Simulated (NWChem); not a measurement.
Molecule: SiHOCl₂F; SMILES F[Si](Cl)(O)Cl

```xyz
6

O     -1.2921    -0.0997    -1.3477
Si    -0.3355    -0.0116    -0.0092
F     -1.2270     0.0284     1.3459
Cl     0.8204    -1.6909     0.0262
Cl     0.8168     1.6899    -0.0032
H     -1.7554     0.7208    -1.5944
```
Atoms are numbered in this order, from 1.

Results from NWChem. Pople sets run with spherical d functions. Structure relaxed at the PBE-D3(BJ)/def2-SVP level.

Question: Estimate the computed values for TPSS/6-311G**. Quantities: highest occupied level (eV); orbital gap (eV); dipole (D).

Answer: The highest occupied level (eV) comes out as -8.41. The orbital gap (eV) is 7.19 and the dipole (D) is 1.98.
